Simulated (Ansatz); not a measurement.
Geometry optimisation, RKS r2SCAN/def2-SVP in Ansatz 0.2.0.

The input (input.yaml):

```yaml
crystal:
  periodic: [false, false, false]
  atoms:
    - { symbol: C, position_ang: [-0.5177, 0.9746, 0.291] }
    - { symbol: C, position_ang: [0.1801, -0.237, 0.6881] }
    - { symbol: Mg, position_ang: [0.6449, -1.3776, -1.095] }
    - { symbol: Cl, position_ang: [1.2926, -2.623, -3.027] }
    - { symbol: H, position_ang: [-1.4946, 0.7304, -0.2738] }
    - { symbol: H, position_ang: [-0.826, 1.6325, 1.1773] }
    - { symbol: H, position_ang: [0.0967, 1.6313, -0.3918] }
    - { symbol: H, position_ang: [1.1583, 0.058, 1.2127] }
    - { symbol: H, position_ang: [-0.4458, -0.8353, 1.4014] }
basis:
  gaussian: { orbitals: def2-SVP }
hamiltonian:
  xc: r2scan
relax:
  f_tol: 0.015
  max_steps: 40
```

Run as:

```bash
$ ansatz run input.yaml --threads 2 --pin off --max-ram 3072MiB --backend cpu --events-out ev --progress --plain --runs-dir out
```

**Question.** Where does it end, and by what steps?

**Answer.** The forces met the threshold. After 5 steps the energy has fallen by 0.407 eV; Cl4 moved furthest, 0.18 Å.

```csv
step,energy less start (eV),largest force component (eV/Å),accepted
0,0.0000,2.528,yes
1,-0.3722,1.061,yes
2,-0.4023,0.344,yes
3,-0.4061,0.036,yes
4,-0.4067,0.030,yes
5,-0.4069,0.004,yes
```

```xyz
9
Properties=species:S:1:pos:R:3
C -0.564 1.040 0.294
C 0.204 -0.260 0.574
Mg 0.729 -1.426 -1.092
Cl 1.290 -2.660 -2.847
H -1.526 0.857 -0.213
H -0.799 1.597 1.220
H 0.005 1.732 -0.351
H 1.132 -0.030 1.133
H -0.383 -0.897 1.264
```

Time of the run: 12 s on 2 threads of INTEL(R) XEON(R) PLATINUM 8581C CPU @ 2.10GHz (Emerald Rapids) (shared host), peak memory 0.17 GiB.
